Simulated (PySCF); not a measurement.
C4H8Ge (SMILES C=[CH][GeH2][CH]=C), singlet, at a GFN2-xTB geometry. Base run: HF/6-31G (PySCF).

Input for PySCF:
```python
from pyscf import gto, scf, solvent

mol = gto.M(
    atom='''
Ge    0.067143   -0.360082    0.359111
C    -1.658920    0.091715   -0.433443
C    -2.676963    0.602860    0.238635
C     1.497512    0.731104   -0.399179
C     2.524875    0.248503   -1.078106
H    -0.023333   -0.147392    1.846401
H     0.394877   -1.808992    0.117012
H    -1.762770   -0.079496   -1.498406
H    -3.617560    0.854587   -0.229058
H    -2.611091    0.789447    1.299542
H     1.416494    1.802170   -0.255848
H     3.296540    0.878955   -1.495126
H     2.639238   -0.811770   -1.243519
''',
    basis='6-31g',
    charge=0,
    spin=0,
    verbose=4,
)

mf = scf.RHF(mol)
mf.kernel()
mf.analyze()
```

The base run was repeated with changes; each row names its change, and settings that it needs were set with it.

| change | ΔE vs base (kcal/mol) | dipole (D) | HOMO-LUMO gap (eV) |
|---|---|---|---|
| base | 0.000 | 0.64 | 13.88 |
| model = ddCOSMO; solvent = chloroform | [?] | [?] | 13.88 |
| model = IEF-PCM; solvent = tetrahydrofuran | -1.73 | 0.79 | 13.88 |
| model = IEF-PCM; solvent = chloroform; vdw_scale = 1.0 | [?] | 0.78 | [?] |
| model = IEF-PCM; solvent = chloroform; vdw_scale = 1.1 | -2.14 | 0.78 | 13.88 |
| model = IEF-PCM; solvent = chloroform; r_probe = 0.5 | -0.474 | 0.72 | 13.87 |
| model = IEF-PCM; solvent = chloroform; lebedev_order = 41 | -1.50 | 0.77 | 13.88 |
| model = SS(V)PE; solvent = chloroform | -1.48 | 0.77 | 13.88 |
| model = IEF-PCM; solvent = water | -2.15 | 0.82 | 13.88 |
| model = C-PCM; solvent = chloroform | -1.71 | 0.78 | 13.88 |
| model = IEF-PCM; solvent = chloroform | -1.49 | 0.77 | 13.88 |
| model = IEF-PCM; solvent = dichloromethane | [?] | 0.79 | 13.88 |

Q: Complete the blanks.

A: 
- model = ddCOSMO; solvent = chloroform, ΔE vs base (kcal/mol): -1.21
- model = ddCOSMO; solvent = chloroform, dipole (D): 0.73
- model = IEF-PCM; solvent = chloroform; vdw_scale = 1.0, ΔE vs base (kcal/mol): -3.11
- model = IEF-PCM; solvent = chloroform; vdw_scale = 1.0, HOMO-LUMO gap (eV): 13.90
- model = IEF-PCM; solvent = dichloromethane, ΔE vs base (kcal/mol): -1.80

The base is the gas phase, so ΔE is the electrostatic part of solvation at a fixed geometry, without cavity and dispersion terms.
